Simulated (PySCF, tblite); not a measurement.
Compound: C2H11FN2Si2.
Structure used (GFN2-xTB), in Å, numbered top down from 1:
```
atom  x, y, z in Å
N1    -2.2715    0.7688   -1.3383
C2    -2.3586    0.2587    0.0158
C3    -1.2396   -0.7321    0.3830
N4     0.0517   -0.1097    0.2327
Si5    1.4277   -0.8822   -0.4422
Si6    2.9554    0.7963   -0.7570
F7     4.3335    0.0625   -1.1723
H8    -2.3671    0.0053   -2.0007
H9    -1.3511    1.1752   -1.4811
H10   -3.3299   -0.2261    0.1407
H11   -2.3135    1.1170    0.6937
H12   -1.2732   -1.5896   -0.2921
H13   -1.3952   -1.1010    1.4060
H14    0.1629    0.6669    0.8667
H15    0.9360   -1.4937   -1.6901
H16    1.9229   -2.0207    0.3639
H17    2.7432    1.7174   -1.8722
H18    3.3575    1.5933    0.4023
```

Method: CAM-B3LYP/def2-SVPD in PySCF (dipole) on a GFN2-xTB geometry, gas phase.

Take the most abundant isotopes and a rigid rotor. The values belong to one conformer with, in the numbering `[NH2:1][CH2:2][CH2:3][NH:4][SiH2:5][SiH2:6][F:7]`, H–N1–C2–C3 62° and -55°, N1–C2–C3–N4 59°, C2–C3–N4–Si5 -139°, C3–N4–Si5–Si6 169°, N4–Si5–Si6–F7 171°.

Question: What are A, B and C (GHz)?

Answer: Ia = 121.00, Ib = 790.46, Ic = 845.90 u·Å²; 505379 MHz·u·Å²/I gives 4177, 639.4 and 597.4 MHz, that is A = 4.1766, B = 0.6394, C = 0.5974 GHz.

Question: What kind of rotor is it?

Answer: A near-prolate asymmetric top. Ray's parameter κ = (2B − A − C)/(A − C) = -0.977; −1 is the prolate and +1 the oblate limit.

Question: Is it planar, by Δ = Ic − Ia − Ib?

Answer: Not planar: Δ = Ic − Ia − Ib = -65.56 u·Å². For a rigid frame Δ = −2 Σ m c², so Σ m c² = 32.78 u·Å² lies off the ab plane: 14.41 from hydrogen and 18.37 from heavier atoms. The atom farthest from that plane is 1.79 Å away.

Question: Give the other two planar moments, Paa and Pbb, and the rms extents of the mass along the axes.

Answer: Paa = Σ m a² = (Ib + Ic − Ia)/2 = 757.68 and Pbb = Σ m b² = (Ia + Ic − Ib)/2 = 88.22 u·Å². With the mass M = 138.04 u, the rms extents √(P/M) along a, b and c are 2.34, 0.80, 0.49 Å.

Question: Where do the levels up to J = 3 lie, in cm⁻¹?

Answer: Above 0(0,0):
J = 1: 1(0,1) 0.0413, 1(1,1) 0.1592, 1(1,0) 0.1606
J = 2: 2(0,2) 0.1238, 2(1,2) 0.2404, 2(1,1) 0.2446, 2(2,1) 0.5985, 2(2,0) 0.5985
J = 3: 3(0,3) 0.2475, 3(1,3) 0.3620, 3(1,2) 0.3704, 3(2,2) 0.7223, 3(2,1) 0.7223, 3(3,1) 1.3157, 3(3,0) 1.3157
The levels of one J sum to (2J + 1)J(J + 1)(A + B + C)/3.

Question: Which lines would a microwave search look for?

Answer: The dipole components are |μa| = 1.50 D, |μb| = 0.94 D, |μc| = 0.98 D. Intensities carry the squares of the components, which stand as 1.00 : 0.39 : 0.43 (a : b : c). Some lines, for components of 0.1 D or more:

| type | branch | J(Ka,Kc) | MHz | lower level (cm⁻¹) |
| --- | --- | --- | --- | --- |
| a | R | 1(0,1) ← 0(0,0) | 1237 | 0.000 |
| a | R | 2(0,2) ← 1(0,1) | 2473 | 0.041 |
| a | R | 2(1,1) ← 1(1,0) | 2516 | 0.161 |
| a | R | 3(1,3) ← 2(1,2) | 3647 | 0.240 |
| a | R | 3(2,1) ← 2(2,0) | 3712 | 0.599 |
| a | R | 3(1,2) ← 2(1,1) | 3773 | 0.245 |
| b | R | 1(1,1) ← 0(0,0) | 4774 | 0.000 |
| a | R | 4(3,1) ← 3(3,0) | 4948 | 1.316 |
| a | R | 4(1,3) ← 3(1,2) | 5030 | 0.370 |
| b | R | 3(1,3) ← 2(0,2) | 7143 | 0.124 |
| b | R | 4(1,4) ← 3(0,3) | 8297 | 0.247 |
| c | Q | 4(2,3) ← 4(1,3) | 10466 | 0.538 |
| c | Q | 3(2,2) ← 3(1,2) | 10549 | 0.370 |
| c | R | 2(2,0) ← 1(1,0) | 13128 | 0.161 |
| c | R | 3(2,1) ← 2(1,1) | 14324 | 0.245 |
| c | R | 3(2,2) ← 2(1,2) | 14448 | 0.240 |
| c | R | 4(2,3) ← 3(1,3) | 15747 | 0.362 |
| b | R | 4(2,2) ← 3(1,3) | 15753 | 0.362 |
| c | Q | 4(3,2) ← 4(2,2) | 17787 | 0.887 |
| c | Q | 3(3,1) ← 3(2,1) | 17789 | 0.722 |
| b | Q | 4(3,2) ← 4(2,3) | 17792 | 0.887 |
| c | R | 3(3,0) ← 2(2,0) | 21501 | 0.599 |
| c | R | 3(3,1) ← 2(2,1) | 21501 | 0.599 |
| b | R | 3(3,0) ← 2(2,1) | 21502 | 0.599 |
| b | R | 4(3,2) ← 3(2,1) | 22737 | 0.722 |
| c | R | 4(4,0) ← 3(3,0) | 29854 | 1.316 |
| b | R | 4(4,0) ← 3(3,1) | 29854 | 1.316 |

Its GFN2-xTB frequencies are all real (lowest 19 cm⁻¹). Zero-point vibration and centrifugal distortion are left out. A rigid rotor knows nothing of inversion at nitrogen, which can split or shift real lines. Quadrupole hyperfine structure (14N) is left out.
